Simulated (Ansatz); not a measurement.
Abridged output of a molecular run in Ansatz:

```
Functional definition: HF
3462 factors; integrals over basis functions are off by at most 1.1e-3 eV
mean field evaluation 1: about -76145.2990 eV, gradient 6.8e1 eV
mean field evaluation 2: about -76145.7532 eV, gradient 6.8e1 eV
mean field evaluation 4: about -76155.5841 eV, gradient 6.8e0 eV
mean field evaluation 8: about -76155.7560 eV, gradient 7.9e-1 eV
mean field -76155.75715666 eV, -2798.6724552809 hartree, gradient 2.2e-6 eV, S^2 0.000000; 0 other end points of the search recorded, 0 dependent functions left out
23 core orbitals not correlated: weight in the atoms' cores, before any rotation towards them, 1.000 or more for the frozen orbitals, at most 0.000 for the correlated occupied ones
reference -76155.75715666 eV, -2798.6724552809 hartree; 39, 39 occupied and 517, 517 virtual orbitals, 3462 factors
second order -59.91609208 eV of doubles, -0.00000000 eV of singles
cycle   1  -60.14552826 eV  change   -2.3e-1 eV  update   1.7e-1
cycle   2  -61.52442589 eV  change    -1.4e0 eV  update   5.0e-2
cycle   3  -61.83878907 eV  change   -3.1e-1 eV  update   2.6e-2
cycle   4  -61.82182802 eV  change    1.7e-2 eV  update   5.6e-3
cycle   5  -61.81560709 eV  change    6.2e-3 eV  update   2.5e-3
cycle   6  -61.81702164 eV  change   -1.4e-3 eV  update   7.4e-4
cycle   7  -61.81701001 eV  change    1.2e-5 eV  update   2.8e-4
cycle   8  -61.81680601 eV  change    2.0e-4 eV  update   9.2e-5
cycle   9  -61.81679363 eV  change    1.2e-5 eV  update   3.2e-5
perturbative correction -2.30282167 eV, -0.0846271355 hartree
Total energy: -76219.87677195 eV, -2801.0288076813 hartree
```

Its atoms:

Z-matrix (Å, degrees):
```
C
C 1 1.523
H 1 1.091 2 109.9
H 1 1.092 2 111.9 3 -119.3
H 1 1.092 2 110.7 3 119.3
P 2 1.819 1 113.1 3 -179.1
H 2 1.093 1 110.0 3 -60.5
H 2 1.095 1 111.8 3 58.7
C 6 1.819 2 106.8 1 -68.6
C 6 1.819 2 106.8 1 177.4
Ga 6 2.401 2 112.0 1 54.4
C 9 1.523 6 113.1 2 177.5
H 9 1.095 6 108.0 2 -58.2
H 9 1.093 6 106.3 2 56.7
C 10 1.523 6 113.1 2 -68.5
H 10 1.093 6 106.3 2 170.7
H 10 1.095 6 108.0 2 55.8
F 11 1.772 6 104.5 2 125.2
F 11 1.772 6 104.4 2 -114.8
F 11 1.772 6 104.5 2 5.2
H 12 1.092 9 110.7 6 -59.8
H 12 1.091 9 109.9 6 -179.1
H 12 1.092 9 111.9 6 61.6
H 15 1.091 10 109.9 6 -179.1
H 15 1.092 10 111.9 6 61.6
H 15 1.092 10 110.7 6 -59.8
```

(1) Which basis set was used?
A. cc-pV(Q+d)Z
B. cc-pV(D+d)Z
C. def2-QZVPP
D. def2-TZVPP

(2) Write the keys of the input that set method, charge and spin (a neutral closed shell needs none for the last two).

Results:

(1) D. It gives 579 functions.

(2) 
```yaml
correlation: {method: ccsd_t}
```
